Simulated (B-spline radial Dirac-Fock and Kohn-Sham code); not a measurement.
# Binding energies of Pb³⁷⁺ at several levels of theory

System: Pb³⁷⁺, [Kr] 4d9.

The density-functional columns are spherical, spin-unpolarised Dirac-Kohn-Sham results without Breit or QED terms: −ε is minus the orbital energy of the initial state and ΔSCF the difference of two total energies. The reference in the last column comes from multi-electron Dirac-Fock with separately optimised hole states, Breit and Lamb-shift corrections added in first order. All numbers are from a B-spline atomic structure program, in eV; a selection of levels is shown. For the 1s level of heavy atoms much of the gap between ΔSCF and the reference is the Breit and QED part, -495.1 eV here; for other levels the error of the functional can be larger.

| level | LDA −ε | LDA ΔSCF | Dirac-Fock |
| --- | --- | --- | --- |
| K | 89377.1 | 90046.4 | 89562.3 |
| L1 | 17237.5 | 17384.2 | 17438.1 |
| L2 | 16624.6 | 16807.1 | 16768.2 |
| L3 | 14438.9 | 14594.1 | 14605.3 |
| M1 | 5292.6 | 5352.0 | 5409.9 |
| M2 | 5017.1 | 5079.8 | 5113.3 |
| M3 | 4522.8 | 4580.5 | 4617.6 |
| M4 | 4069.3 | 4135.3 | 4140.0 |
| N1 | 2226.4 | 2257.7 | 2284.8 |
| N2 | 2106.1 | 2137.7 | 2152.2 |
| N3 | 1958.7 | 1988.4 | 2005.1 |
| N4,5 | 1746.2 | 1776.3 | 1774.7 |

Values without a named source are computed, but for edge energies of neutral atoms, which are taken from tables.
